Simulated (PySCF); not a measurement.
**ECD: `C[C@@H]1O[S@@](=O)O[C@@H]1F`, C$_{3}$H$_{5}$FO$_{3}$S**

Molfile (atoms numbered from 1):
```
C3H5FO3S
     RDKit          3D

 13 13  0  0  0  0  0  0  0  0999 V2000
   -1.5917    0.5311   -0.1462 C   0  0  0  0  0  0  0  0  0  0  0  0
   -0.1877    0.3840    0.4222 C   0  0  2  0  0  0  0  0  0  0  0  0
    0.7535    1.1377   -0.2965 O   0  0  0  0  0  0  0  0  0  0  0  0
    1.9430    0.2234   -1.0255 S   0  0  0  0  0  4  0  0  0  0  0  0
    3.2058    0.8055   -0.7389 O   0  0  0  0  0  0  0  0  0  0  0  0
    1.6620   -1.0382    0.1041 O   0  0  0  0  0  0  0  0  0  0  0  0
    0.3379   -1.0774    0.3783 C   0  0  2  0  0  0  0  0  0  0  0  0
   -0.3159   -1.7651   -0.6317 F   0  0  0  0  0  0  0  0  0  0  0  0
   -2.2842   -0.0790    0.4267 H   0  0  0  0  0  0  0  0  0  0  0  0
   -1.8924    1.5728   -0.0868 H   0  0  0  0  0  0  0  0  0  0  0  0
   -1.6167    0.2159   -1.1860 H   0  0  0  0  0  0  0  0  0  0  0  0
   -0.1640    0.7320    1.4646 H   0  0  0  0  0  0  0  0  0  0  0  0
    0.1461   -1.6424    1.2980 H   0  0  0  0  0  0  0  0  0  0  0  0
  1  2  1  0
  2  3  1  0
  4  3  1  1
  4  5  2  0
  4  6  1  0
  6  7  1  0
  7  8  1  0
  7  2  1  0
  1  9  1  0
  1 10  1  0
  1 11  1  0
  2 12  1  1
  7 13  1  1
M  END
```

Method used: TDDFT B3LYP/def2-SVPD circular dichroism and optical rotation, one conformer, gas phase in PySCF. Geometry: GFN2-xTB.

States above about 8.1 eV (minus the energy of the highest occupied orbital) lie near or above the ionisation threshold and depend on the basis.

**Question.** What are the CIP labels of the stereocentres?

**Answer.** C2 S, S4 R, C7 R.

**Question.** List the lowest 16 singlet excitations with oscillator and rotatory strengths.

**Answer.** Rotatory strengths R in 10⁻⁴⁰ esu² cm², velocity form and length form (origin at the centre of mass); f in length form.
```
state  E (eV)  λ (nm)      f  R (velocity)  R (length)                                    main
    1    5.83     213  0.027         +18.9       +18.3                          HOMO→LUMO 0.96
    2    6.69     185  0.003          -0.3        -0.8                        HOMO−1→LUMO 0.95
    3    7.17     173  0.014          +5.8        +5.9      HOMO→LUMO+1 0.66, HOMO→LUMO+2 0.20
    4    7.29     170  0.004          +6.9        +8.0                        HOMO−2→LUMO 0.91
    5    7.42     167  0.063          -1.4        -1.7      HOMO→LUMO+2 0.70, HOMO→LUMO+1 0.26
    6    7.85     158  0.022         -33.7       -32.1      HOMO→LUMO+3 0.74, HOMO→LUMO+4 0.16
    7    7.89     157  0.002          -2.9        -3.6                        HOMO−4→LUMO 0.83
    8    7.92     156  0.013          +6.8        +5.9  HOMO−1→LUMO+1 0.50, HOMO−1→LUMO+2 0.24
    9    8.11     153  0.013          +6.3        +5.8      HOMO→LUMO+4 0.52, HOMO→LUMO+3 0.16
   10    8.32     149  0.082          -3.9        -4.0      HOMO−3→LUMO 0.23, HOMO→LUMO+4 0.21
   11    8.35     148  0.003          +4.9        +5.2    HOMO−1→LUMO+2 0.54, HOMO→LUMO+5 0.19
   12    8.52     146  0.002          -0.9        -0.1  HOMO−2→LUMO+1 0.69, HOMO−2→LUMO+2 0.17
   13    8.57     145  0.028          -3.9        -3.1      HOMO→LUMO+5 0.52, HOMO→LUMO+6 0.20
   14    8.66     143  0.012          +5.3        +6.1      HOMO→LUMO+6 0.43, HOMO−5→LUMO 0.33
   15    8.68     143  0.033          -2.6        -2.3      HOMO−5→LUMO 0.42, HOMO→LUMO+6 0.21
   16    8.90     139  0.004          +9.8        +9.7  HOMO−2→LUMO+2 0.67, HOMO−2→LUMO+1 0.19
```

Among the states computed, the strongest CD band (largest |R|) is state 6. The largest dissymmetry factor in size, g = 4R/(D+G), with D and G the electric and magnetic dipole strengths, is +0.034 for state 16 (velocity form, f = 0.004), among bands with |R| over 0.5. The mirror image has the same energies and oscillator strengths and all R with the opposite sign.
